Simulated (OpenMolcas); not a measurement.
## Ni2+: ligand-field states by method

Ni2+ with its 6 nearest fluoride ions at 2.053 Å, on the Cd site of idealised cubic KCdF3 (a = 4.302 Å, distance in the model lattice 2.151 Å). The rest of the host is ab initio model potentials to 7.6 Å, with orthogonalisation functions on the cations behind the ligands, and point charges beyond; the distance is set by hand and nothing relaxes. Ligand basis ANO-RCC-VDZP.
```
Ni    0.0000    0.0000    0.0000
F     2.0530    0.0000    0.0000
F     0.0000    2.0530    0.0000
F    -2.0530    0.0000    0.0000
F     0.0000   -2.0530    0.0000
F     0.0000    0.0000    2.0530
F     0.0000    0.0000   -2.0530
```

```json
{"Program": "OpenMolcas", "Basis": "ANO-RCC-VTZP [6s5p3d2f1g]", "Scalar Hamiltonian": "DKH2, point nucleus", "Active space": "8 electrons in 5 orbitals (3d)", "State averaging": "2S+1 = 3 even, 10 roots; 2S+1 = 1 even, 15 roots", "Spin-orbit coupling": "RASSI with atomic mean-field integrals over the reference wave functions"}
```

I. CASSCF
II. SS-CASPT2, IPEA 0.25 Eh, imaginary shift 0.1 Eh (closed shells correlated: 3s 3p and the ligand valence shells)

Spin-free states (labels of O, the rotations of Oh) in cm-1, each column counted from its own energy of the first state listed:

```tsv
State	Degeneracy	I	II
3A2	1	0	0
3T2	3	5841	7590
3T1	3	10212	12140
1E	2	18743	14220
1T2	3	23591	20940
3T1	3	26748	23830
1A1	1	29119	24260
1T1	3	30862	28460
1E	2	34089	33290
1T2	3	34841	33560
1A1	1	69227	58750
```

From I to II, I's first state of the same spin (3T2) moves from 5841 to 7590 cm-1, by about +1800 cm-1.

From I to II, I's first state of another spin (1E) moves from 18743 to 14220 cm-1, by about -4500 cm-1.

I: A least-squares ligand-field fit to the states below 45000 cm-1, each weighted by its degeneracy and with a free common offset, gives 10Dq = 5681 cm-1, B = 1291 cm-1 and C = 4761 cm-1 (C/B = 3.69), with an rms deviation of 77 cm-1. 

χT at 300 K: I 1.52, II 1.40 cm3 K/mol.

Roots that are degenerate in the reference are averaged as groups; the widest CASPT2 spread within a group is 45 cm-1 (the 3-fold group of multiplicity 3 near 7590 cm-1 above the lowest state of its run, II). Shifts and gaps below about the spread of the groups concerned are not significant. Over all roots computed the reference weight is 0.72 to 0.73 in II; a low but even weight reflects the number of correlated electrons. Ligand-to-metal charge-transfer states are missing. Without dynamic correlation the repulsion within the d shell is too large (B by tens of per cent), so at a given field states of lower spin stand too high (holds for I). With no ligand orbital active B as a rule stays too high, so bands that hang on it stand too high and its fall with covalency is understated (holds for I). With metal d orbitals alone and no dynamic correlation 10Dq can be off by a tenth to a fifth, either way, in oxide and fluoride hosts (holds for I). A single d shell leaves out the double-shell effect, which counts most for late 3d ions, where the CASPT2 field can be off either way by tens of per cent (holds for II). These CASPT2 states fit no ligand-field parameters well, so their order and spin gaps are uncertain (holds for II). For late 3d ions with one d shell CASPT2 can put B and the spin-flip bands somewhat low as well as high (holds for II). With one d shell and no ligand orbital active, 10Dq can be off by tens of per cent for divalent 3d ions, low with halides held by bare charges and at times high in hosts, and the orbital part of g and χT goes as 1/10Dq (holds for II). Free-ion shares, where given, are those of the reference states; single-state CASPT2 does not remix them (holds for II). No measured value stands beside these numbers; the geometry was set by hand and not optimised.
